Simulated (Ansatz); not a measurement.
FGeH3 (SMILES [F][GeH3]) moved off its minimum; all values from Ansatz (a first-principles code), cores frozen in correlated methods.
(charge 0, multiplicity 1)
```xyz
5

Ge    -0.4068     0.1138    -0.0075
F      1.3002    -0.5131     0.2369
H     -0.9099    -0.8006    -1.1119
H     -0.1258     1.5146    -0.5178
H     -1.0007     0.0741     1.2751
```

Forces at HF/def2-TZVPP (eV/Å):

| atom | Fx | Fy | Fz |
|---|---|---|---|
| Ge1 | 4.116 | -0.724 | -2.151 |
| F2 | -2.272 | 0.740 | -0.173 |
| H3 | -0.345 | -0.068 | 0.090 |
| H4 | -0.214 | 0.256 | -0.052 |
| H5 | -1.285 | -0.204 | 2.286 |

Task: Give the forces (eV/Å), the total energy and the dipole at CCSD(T)/aug-cc-pVTZ.

Result: 
```tsv
atom	Fx	Fy	Fz
Ge1	3.458	-0.550	-2.146
F2	-1.556	0.488	-0.087
H3	-0.390	-0.173	-0.071
H4	-0.170	0.420	-0.118
H5	-1.342	-0.185	2.422
```
Energy -2177.0734 hartree, dipole 3.01 D.
